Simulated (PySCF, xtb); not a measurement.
H3O4Si, SMILES O[Si](O)(O)[O] (connectivity only; charge and spin as stated), charge -1, multiplicity 1. One conformer was computed; it need not be the lowest.

Harmonic wavenumbers (cm⁻¹) from xtb 6.7.1 with GFN2-xTB at its own minimum, in rising order: 122, 133, 166, 261, 262, 333, 348, 348, 692, 736, 737, 930, 946, 946, 1244, 3741, 3744, 3746.

What does PBE-D3(BJ)/def2-SVPD (PySCF) give at its own minimum? (The exact figures need the calculation; the answer reports its results.)

101, 102, 162, 293, 293, 331, 356, 356, 666, 758, 758, 869, 869, 894, 1070, 3771, 3771, 3771. Paired by order, the mean absolute difference is 36 cm⁻¹ and the zero-point energies are 27.8 and 27.4 kcal/mol.
